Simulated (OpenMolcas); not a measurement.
**Nd IV: the spin-orbit constant, worked from levels**

| Property | Result |
| --- | --- |
| Program | OpenMolcas |
| Basis | ANO-RCC-VQZP [9s8p6d4f3g2h] |
| Scalar Hamiltonian | DKH2, point nucleus |
| Active space | 3 electrons in 7 orbitals (4f) |
| State averaging | 2S+1 = 4 odd, 35 roots; 2S+1 = 2 odd, 112 roots (105 in the spin-orbit step) |
| Spin-orbit coupling | state interaction with AMFI integrals over the reference wave functions, term energies averaged over their components |

Methods: CASSCF; MS-CASPT2, IPEA 0.25 Eh, imaginary shift 0.1 Eh (closed shells correlated: 5s 5p). Measured levels: the list in Arab et al., J. Quant. Spectrosc. Radiat. Transfer 229, 145 (2019) and Gaigalas et al. (2019), from Wyart et al. (2007).

**The spin-orbit constant.** For the Hund term ⁴I° of f3, E(J) = (A/2) J(J+1) + constant and ζ = 2S·A = 3A. From J = 9/2 to J = 15/2 the energy changes by 19.5 A.

```json
{"Source": "CASSCF", "E(15/2) - E(9/2)": "6397.2", "A": "328.1", "ζ": "984"}
{"Source": "MS-CASPT2", "E(15/2) - E(9/2)": "6455.3", "A": "331.0", "ζ": "993"}
{"Source": "measured", "E(15/2) - E(9/2)": "5988.5", "A": "307.1", "ζ": "921"}
```

All in cm-1. MS-CASPT2 is off by +7.8 % and CASSCF by +6.8 %. Both methods take the spin-orbit matrix elements from the reference wave functions, so the second can move ζ only through the term energies and any multistate remixing. Second-order mixing with other terms is absorbed into this ζ.

Term energies are means over components that CASPT2 splits; among the terms shown or strongly mixed into the levels shown the widest spread is 750 cm-1 (4f³ ⁴I°, MS-CASPT2). High states are left out of the spin-orbit mixing, which shifts the levels that they would mix with. Without dynamic correlation excited terms often stand tens of per cent too high (terms of higher spin than the ground term too low), and those without a measured partner can miss by more than the paired ones (holds for CASSCF). Blocks of more than 70 roots (2S+1 = 2 odd) ran without multistate coupling (holds for MS-CASPT2). Computed and measured levels are paired by configuration, term and J; levels that our copy of the source lacks, or whose pairing is in doubt (as where it misses far off the trend of its configuration), stay unpaired and out of the deviations. Levels of configurations outside the active space are missing.

° marks odd parity.
